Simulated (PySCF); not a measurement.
Cl3HOTi, SMILES [Cl][Ti]([OH])([Cl])[Cl], multiplicity 1.

Geometry optimised at r2SCAN-D4/def2-SVP. A frequency run showed that this geometry is not a minimum. The multiplicity is an assumed one; no other spin state was optimised. The isomer is the one that the SMILES or the coordinates give; other isomers of the formula were not compared. The values are those of a single conformer.

These are CAM-B3LYP/def2-TZVP (PySCF) values and carry that method's errors.

The molecule is in vacuum.

| Property | Value |
|---|---|
| total energy | -2306.27930 hartree |
| point group | C3v |
| highest occupied level | -10.50 eV |
| lowest empty level | -2.12 eV |
| orbital gap | 8.38 eV |
| dipole moment | 0.623 e·Å |
| quadrupole, principal values (traceless, Buckingham form, about the centre of nuclear charge) | -6.18, -6.18, 12.36 D·Å |
| mean static polarisability | 75.7 bohr³ (11.22 Å³) |
| polarisability, principal values | 66.7, 80.2, 80.2 bohr³ |
